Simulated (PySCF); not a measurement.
CClF₃, SMILES FC(F)(F)Cl. Atoms are numbered in the order given.

```xyz
5

F      1.0780    -0.6224     0.8134
C      0.0000     0.0000     0.3563
F     -1.0780    -0.6224     0.8134
F      0.0000     1.2448     0.8134
Cl     0.0000     0.0000    -1.4176
```
Charge 0, spin multiplicity 1.

Geometry: B3LYP-D3(BJ)/def2-SVP.

Level of theory: CAM-B3LYP/def2-TZVP (PySCF).

Isolated molecule, no solvent.

```
Quantity                                                                                                       Result
---------------------------------------------------------------------------------------------  ----------------------
total energy                                                                                       -797.93408 hartree
point group                                                                                                       C3v
highest occupied level                                                                                      -11.51 eV
lowest empty level                                                                                            1.08 eV
orbital gap                                                                                                  12.60 eV
dipole moment                                                                                                  0.40 D
quadrupole, principal values (traceless, Buckingham form, about the centre of nuclear charge)  -0.85, -0.85, 1.70 D·Å
mean static polarisability                                                                       26.6 bohr³ (3.95 Å³)
polarisability, principal values                                                               23.5, 23.5, 32.9 bohr³
```
